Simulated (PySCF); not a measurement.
The free ion Pd4+ in its d6 configuration.

Method (PySCF 2.14, density fitting): CASSCF(6,5) with orbitals averaged over all microstates of the shell, strongly contracted NEVPT2 on the averaged canonical orbitals; basis x2c-TZVPall; spin-free X2C; gas phase; spin-orbit coupling by state interaction with the mean-field operator over all roots.

Question: What is the ground state?

Answer: 5D (S = 2, orbital degeneracy 5), by NEVPT2.

Question: Which is the lowest state of another spin?

Answer: 3H at 19768 cm⁻¹ by NEVPT2; CASSCF alone puts it at 21207 cm⁻¹ above the same ground state.

Question: What magnetic behaviour follows?

Answer: The lowest spin-orbit level is 9-fold with J = 4; the next lies at 2003.9 cm⁻¹. μeff is 6.70 μB at 300 K and 6.69 μB at 10 K; the free-ion value g_J√(J(J+1)) for the Hund's-rule level J = 4 is 6.71 μB.

The job took 8.9 s on one thread of Arm Neoverse V2 (shared host), with 63 basis functions, launched as `OMP_NUM_THREADS=1 python lf_run.py task.json out`.
